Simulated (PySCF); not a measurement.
The dipole of `CCC[C@@H](C)OC(C)C` from its density and from atomic charges.

Coordinates (PBE0-D3(BJ)/def2-SVP, Å) and charges (e) from the PBE0/pcSseg-1 density (PySCF):

```csv
atom,x,y,z,Mulliken,IAO,Hirshfeld,ESP-fitted
C1,3.312,-1.283,-1.588,-0.2647,-0.4061,-0.1145,-0.4523
C2,2.153,-0.895,-0.685,-0.2807,-0.2430,-0.0686,+0.2696
C3,2.047,0.604,-0.454,-0.1929,-0.2488,-0.0730,-0.3196
C4,0.872,1.007,0.423,-0.0483,+0.1066,+0.0487,+0.4862
C5,0.840,2.503,0.696,-0.1972,-0.4222,-0.1256,-0.6561
O6,-0.307,0.598,-0.237,-0.5088,-0.4130,-0.1217,-0.5133
C7,-1.419,0.314,0.585,-0.0689,+0.1104,+0.0494,+0.6977
C8,-1.352,-1.111,1.114,-0.2328,-0.4228,-0.1254,-0.6628
C9,-2.661,0.564,-0.248,-0.2261,-0.4122,-0.1231,-0.6165
H10,3.358,-2.372,-1.745,+0.1158,+0.1369,+0.0390,+0.1007
H11,3.221,-0.809,-2.578,+0.1103,+0.1324,+0.0372,+0.1090
H12,4.279,-0.968,-1.163,+0.1062,+0.1291,+0.0349,+0.1049
H13,1.201,-1.245,-1.116,+0.1358,+0.1385,+0.0307,-0.0091
H14,2.251,-1.406,0.289,+0.1077,+0.1195,+0.0310,-0.0298
H15,1.942,1.124,-1.423,+0.1161,+0.1284,+0.0345,+0.0967
H16,2.977,0.985,0.004,+0.1106,+0.1238,+0.0361,+0.0780
H17,0.963,0.469,1.389,+0.0965,+0.0997,+0.0277,-0.0194
H18,-0.041,2.780,1.294,+0.1157,+0.1346,+0.0369,+0.1637
H19,0.795,3.058,-0.254,+0.1142,+0.1392,+0.0385,+0.1678
H20,1.736,2.827,1.248,+0.1081,+0.1363,+0.0411,+0.1532
H21,-1.428,1.012,1.446,+0.0989,+0.1034,+0.0287,-0.0563
H22,-2.207,-1.331,1.772,+0.1100,+0.1363,+0.0412,+0.1575
H23,-1.364,-1.825,0.276,+0.1164,+0.1382,+0.0388,+0.1628
H24,-0.430,-1.280,1.691,+0.1167,+0.1346,+0.0364,+0.1374
H25,-2.649,-0.083,-1.139,+0.1147,+0.1407,+0.0396,+0.1635
H26,-3.574,0.350,0.327,+0.1076,+0.1354,+0.0415,+0.1420
H27,-2.691,1.609,-0.587,+0.1192,+0.1438,+0.0398,+0.1445
```

Problem. What dipole does each set of charges give (1 e·Å = 4.803 D), and what does the density give?

Solution. The full density gives (-0.10, 0.10, 1.17) D, 1.18 D in size; dipole vectors point from the negative to the positive end.

```
    scheme     μx    μy    μz  size (D)  share of the full size (%)  angle to the full dipole (°)
  Mulliken   0.05  0.11  1.52      1.52                         129                             6
       IAO  -0.05  0.15  1.64      1.64                         139                             3
 Hirshfeld  -0.13  0.14  0.60      0.63                          53                            11
ESP-fitted  -0.09  0.12  1.16      1.17                          99                             1
```

Problem. Which set comes closest?

Solution. Length of the difference vector: ESP-fitted 0.03 D, Mulliken 0.37 D, IAO 0.47 D, Hirshfeld 0.58 D. Closest: ESP-fitted. The schemes that divide the density aren't constrained to reproduce the dipole.

Problem. What is left for the Hirshfeld atoms' own dipoles?

Solution. The Hirshfeld atoms' densities add up to the full density, so μ = Σ q r + Σ (atomic dipoles). The atomic dipoles sum to (-0.10, 0.10, 1.17) − (-0.13, 0.14, 0.60) = (0.03, -0.04, 0.57) D, 0.58 D in size.

Problem. With the origin at the mean of the coordinates, (0.438, 0.192, -0.025) Å, which are the largest single terms, by size, of the Mulliken dipole along the direction of the full one?

Solution. C1 +2.43, H11 -1.51, C8 -1.31, H10 -1.20, C2 +1.20 D; all 27 atoms together +1.51 D. The single terms depend on the origin, their sum doesn't.

Problem. Give the size of the full dipole in other units.

Solution. 1.18 D = 0.464 au = 0.246 e·Å = 3.94 × 10⁻³⁰ C·m.

Isolated species at its PBE0-D3(BJ)/def2-SVP geometry (one conformer only).

Shape of the structure used: `[CH3:1][CH2:2][CH2:3][C@@H:4]([CH3:5])[O:6][CH:7]([CH3:8])[CH3:9]`: C1–C2–C3–C4 179°, C2–C3–C4–C5 177°, C3–C4–O6–C7 153°, C4–O6–C7–C8 -84°.
